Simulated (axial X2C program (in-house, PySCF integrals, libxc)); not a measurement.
## PdH: from the spin-free to the two-component result

Calculated with an in-house relativistic program for diatomic molecules. Spin-free means the one-electron spin-free X2C Hamiltonian; two-component (2c) means X2C with spin–orbit coupling and atomic mean-field two-electron Coulomb and Gaunt terms, so the difference of the two also holds small scalar two-electron terms. Basis: Pd dyall-cv3z [12s12p8d5f3g], H dyall-v3z [6s2p1d] (cores contracted in-house); Gaussian nuclei, density fitting, unrestricted open shells. Masses: Pd 105.903 u, H 1.008 u.

Spin-free state: M_S = 1/2, Λ = 0 (beyond evenly filled blocks: σα); fragments Pd + H.

```json
{"level": "PBE0", "Re (Å)": "1.533", "ωe (cm⁻¹)": "2022.9", "De (eV)": "2.414", "μ (D)": "-2.07"}
{"level": "HF", "Re (Å)": "1.633", "ωe (cm⁻¹)": "1664.0", "De (eV)": "n/a", "μ (D)": "-3.75"}
{"level": "MP2", "Re (Å)": "1.460", "ωe (cm⁻¹)": "2242.3", "De (eV)": "1.817", "μ (D)": "n/a"}
{"level": "CCSD", "Re (Å)": "1.529", "ωe (cm⁻¹)": "2025.0", "De (eV)": "2.342", "μ (D)": "n/a"}
{"level": "CCSD(T)", "Re (Å)": "1.522", "ωe (cm⁻¹)": "2053.1", "De (eV)": "2.323", "μ (D)": "n/a"}
{"level": "TPSS", "Re (Å)": "1.544", "ωe (cm⁻¹)": "2012.3", "De (eV)": "2.702", "μ (D)": "-1.92"}
```

Correlated methods: 11 electrons correlated (number of frozen shells: Pd 4 s, 3 p, 1 d; H none), 221 virtual spin orbitals or spinors in MP2, 90 natural virtuals in coupled cluster.

Dipoles are positive if H is the positive end.

Two-component determinant lowest at the distance of the search:

Ω = 1/2 (⟨Sz⟩ = 0.46, ⟨Lz⟩ = 0.04 at HF); fragments Pd + H.

```csv
level,Re (Å),ωe (cm⁻¹),De (eV),μ (D)
PBE0,1.534,2014.5,2.423,-2.08
HF,1.642,1631.2,n/a,-3.82
MP2,1.462,2206.6,1.817,n/a
CCSD,1.531,2004.5,2.351,n/a
CCSD(T),1.524,2035.0,2.329,n/a
TPSS,1.545,2007.4,2.708,-1.92
```

**Question.** From the two tables, how do the constants change at the CCSD(T) level (2c against spin-free)?

**Answer.** At the CCSD(T) level Re goes up by 0.002 Å and ωe decreases by 18.1 cm⁻¹; De changes by 0.006 eV.

One determinant describes the state; a PBE0 search over occupations chose it and may have missed a lower one. De is counted from the lowest determinant-based energies of the atoms at the same level, without counterpoise correction. De is not given where an atomic determinant may have missed its ground term or J level, or where the truncated virtual space spoils (T). Density functionals use the spin component along the axis (collinear). CCSD and (T) use frozen natural virtuals with an MP2 correction for the truncation; (T) itself is uncorrected, so its De runs slightly low. The T1 diagnostic is large, a sign of multireference character.
